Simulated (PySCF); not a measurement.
# Yb⁴⁸⁺ (ytterbium, charge +48) across methods

[Ar] 3d4, high-spin 5D determinant. Computed with PySCF 2.14 in an even-tempered Gaussian basis (16 s from 11 bohr⁻², ratio 2.5; 10 p from 14 bohr⁻², ratio 2.5; 7 d from 14 bohr⁻², ratio 2.5; 4 f from 52 bohr⁻², ratio 2.7; 3 g from 78 bohr⁻², ratio 2.7), with no relativity, point nucleus.

```json
{"method": "r2SCANh", "E (hartree)": "-11421.73", "mean ε 3p α (eV)": "-4426.6", "mean ε 3p β (eV)": "-4398.5", "mean ε 3d α (eV)": "-4156.8", "Σ⟨r²⟩ (bohr²)": "0.6370", "⟨S²⟩": "6.000"}
{"method": "PBE", "E (hartree)": "-11421.00", "mean ε 3p α (eV)": "-4409.7", "mean ε 3p β (eV)": "-4389.0", "mean ε 3d α (eV)": "-4144.2", "Σ⟨r²⟩ (bohr²)": "0.6371", "⟨S²⟩": "6.000"}
{"method": "UHF", "E (hartree)": "-11420.69543", "mean ε 3p α (eV)": "-4487.8", "mean ε 3p β (eV)": "-4440.8", "mean ε 3d α (eV)": "-4211.4", "Σ⟨r²⟩ (bohr²)": "0.6370", "⟨S²⟩": "6.000"}
{"method": "LDA", "E (hartree)": "-11413.20", "mean ε 3p α (eV)": "-4408.0", "mean ε 3p β (eV)": "-4387.5", "mean ε 3d α (eV)": "-4143.1", "Σ⟨r²⟩ (bohr²)": "0.6375", "⟨S²⟩": "6.000"}
{"method": "B97-3", "E (hartree)": "-11421.12", "mean ε 3p α (eV)": "-4431.1", "mean ε 3p β (eV)": "-4403.9", "mean ε 3d α (eV)": "-4163.0", "Σ⟨r²⟩ (bohr²)": "0.6369", "⟨S²⟩": "6.000"}
{"method": "r2SCAN", "E (hartree)": "-11421.72", "mean ε 3p α (eV)": "-4419.7", "mean ε 3p β (eV)": "-4393.6", "mean ε 3d α (eV)": "-4150.6", "Σ⟨r²⟩ (bohr²)": "0.6371", "⟨S²⟩": "6.000"}
{"method": "PBE0", "E (hartree)": "-11421.21", "mean ε 3p α (eV)": "-4429.7", "mean ε 3p β (eV)": "-4402.6", "mean ε 3d α (eV)": "-4161.4", "Σ⟨r²⟩ (bohr²)": "0.6371", "⟨S²⟩": "6.000"}
```

A non-relativistic calculation at this Z misses sizeable relativistic shifts. Spin-orbit coupling is strong in this species (close to jj coupling), so the high-spin LS determinant is a model state, not a physical level.
